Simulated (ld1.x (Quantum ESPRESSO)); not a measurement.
Reading a pseudo-wave (argon (Ar))

Columns: radius, all-electron u(r) and pseudo u(r) of the 3s shell (level -36.63 eV) of argon in the configuration [Ne] 3s2 3p5; Wu–Cohen, scalar-relativistic, ultrasoft scheme, ld1.x (Quantum ESPRESSO) 7.5.

```csv
r (bohr),all-electron,pseudo
0.062,0.2302,0.0755
0.125,-0.0594,0.1519
0.188,-0.3313,0.2275
0.250,-0.4621,0.3008
0.312,-0.4631,0.3727
0.375,-0.3688,0.4437
0.438,-0.2178,0.5123
0.500,-0.0436,0.5769
0.562,0.1351,0.6381
0.625,0.3073,0.6962
0.688,0.4618,0.7496
0.750,0.5926,0.7970
0.812,0.7010,0.8387
0.875,0.7885,0.8748
0.938,0.8545,0.9041
1.000,0.9001,0.9257
1.062,0.9288,0.9398
1.125,0.9428,0.9463
1.188,0.9441,0.9447
1.250,0.9350,0.9350
1.312,0.9177,0.9177
1.375,0.8932,0.8932
1.438,0.8636,0.8636
1.500,0.8307,0.8307
1.562,0.7952,0.7952
1.625,0.7573,0.7573
```

Question: How many radial nodes do the two functions have?

Answer: The all-electron 3s function has n − l − 1 = 2; the pseudo-wave has 0, since the states of the same l below it are removed with the core.

Question: At about which radius was the pseudo-wave matched?

Answer: 1.25 bohr, where the columns begin to agree (steps of 0.06 bohr).

Question: Is the pseudo-wave norm-conserving?

Answer: No, it belongs to an ultrasoft set: the norm inside the radius is not constrained, and the difference is carried by the augmentation charge.
